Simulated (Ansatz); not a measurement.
One change: `CN[SiH2]CCl` becomes `CN[SiH2][AlH2]`.

Ansatz, PBE0-D4/def2-TZVP geometries, multiplicity 1. Each molecule was computed in one conformer, which needn't be the lowest.

```
                                        property  `CN[SiH2]CCl`
              HOMO energy (PBE0/def2-TZVPP) / eV          -6.92
         HOMO–LUMO gap (ωB97M-V/def2-TZVPP) / eV          11.43
size of the dipole moment (B3LYP/def2-TZVPP) / D           1.40
  size of the dipole moment (PBE/def2-TZVPP) / D           1.36
            HOMO–LUMO gap (PBE0/def2-TZVPP) / eV           7.36
             HOMO energy (B3LYP/def2-TZVPP) / eV          -6.70
```

Task: What does the change do to each property? (Estimate.)

Result: Computed: 
```csv
property,`CN[SiH2][AlH2]`,shift
HOMO energy (PBE0/def2-TZVPP) / eV,-6.24,0.68
HOMO–LUMO gap (ωB97M-V/def2-TZVPP) / eV,8.03,-3.40
size of the dipole moment (B3LYP/def2-TZVPP) / D,1.26,-0.14
size of the dipole moment (PBE/def2-TZVPP) / D,1.34,-0.02
HOMO–LUMO gap (PBE0/def2-TZVPP) / eV,4.31,-3.05
HOMO energy (B3LYP/def2-TZVPP) / eV,-6.05,0.65
```

With PBE0 the HOMO rises by 0.68 eV and the LUMO falls by 2.37 eV, so the gap narrows by about 3.05 eV. PBE moves the HOMO by 0.49 eV and ωB97M-V by 0.91 eV. Dipoles are sizes alone; their direction can turn.

B3LYP here is the variant with VWN-RPA as its local correlation; programs differ in this.
